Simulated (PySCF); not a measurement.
CH3NO3Si, SMILES O=C=N[SiH](O)O. Atoms are numbered in the order given.

```xyz
9

Si    -0.9054    -0.0596     0.4037
O     -1.6530    -1.1903    -0.5302
O     -1.5636     1.4249     0.0870
N      0.7860     0.0560     0.0545
C      1.9663    -0.0880    -0.1131
O      3.1192    -0.2024    -0.2843
H     -1.0671    -0.5024     1.7979
H     -1.8035    -0.9731    -1.4583
H     -0.9755     2.1879     0.1264
```

Coordinates come from a B3LYP-D3(BJ)/def2-SVP optimisation. The structure was generated by enumeration, and PubChem lists no compound with its InChIKey, so it may never have been made. Other conformers were not sampled.

All values below come from PySCF with KT2/pcSseg-1.

GIAO shieldings, no solvent; atoms listed in one row are averaged. δ = σ(ref) − σ: ²⁹Si against TMS (σ = 361.9 ppm); ¹⁷O against H2O (σ = 330.4 ppm); ¹⁵N against NH3 (σ = 266.2 ppm); ¹³C against TMS (σ = 185.1 ppm); ¹H against TMS (σ = 31.47 ppm), references at their B3LYP-D3(BJ)/def2-TZVP geometries, non-relativistic.

Computed chemical shifts:
| nucleus | atoms | count | δ (ppm) |
|---|---|---|---|
| ²⁹Si | Si1 | 1 | -63.0 |
| ¹⁷O | O6 | 1 | 132.8 |
| ¹⁷O | O2, O3 | 2 | 67.8 |
| ¹⁵N | N4 | 1 | 57.9 |
| ¹³C | C5 | 1 | 117.0 |
| ¹H | H7 | 1 | 4.98 |
| ¹H | H8 | 1 | 2.47 |
| ¹H | H9 | 1 | 2.02 |
